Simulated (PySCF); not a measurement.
## Energy of Pm (promethium, neutral) between two integer charges

The 6s beta orbital of [Xe] 4f5 6s2 is emptied in steps (occupation f), with all orbitals relaxed, ending at [Xe] 4f5 6s1. Computed with PySCF 2.14 in def2-TZVP with the def2 core potential (28 electrons), with scalar relativity through the core potential. The exact energy is a straight line in f; departures are measured from the line between the end points of the same method.

```csv
f,BHandHLYP (eV),r2SCAN0 (eV)
1,0.000,0.000
0.9,-0.103,-0.120
0.7,-0.245,-0.275
0.5,-0.297,-0.321
0.3,-0.254,-0.261
0.1,-0.111,-0.107
0,0.000,0.000
```

Q: For BHandHLYP, how does the orbital energy at f = 1 compare with the removal energy?

A: −ε = 4.291 eV against a total-energy difference of 5.430 eV. By Janak's theorem ε = ∂E/∂f, so the gap between them reflects the curvature. Along the path −ε is 4.504 (f = 0.9), 4.943 (f = 0.7), 5.402 (f = 0.5), 5.888 (f = 0.3), 6.410 (f = 0.1) eV.

| method | E(f=0) − E(f=1) (eV) | −ε at f=1 (eV) | −ε at f=0.5 (eV) |
| --- | --- | --- | --- |
| BHandHLYP | 5.430 | 4.291 | 5.402 |
| r2SCAN0 | 5.258 | 3.915 | 5.299 |

Reference removal energy between the ground levels: 5.582 eV (measured; NIST Atomic Spectra Database, ionization energies). The calculation has no spin-orbit coupling.
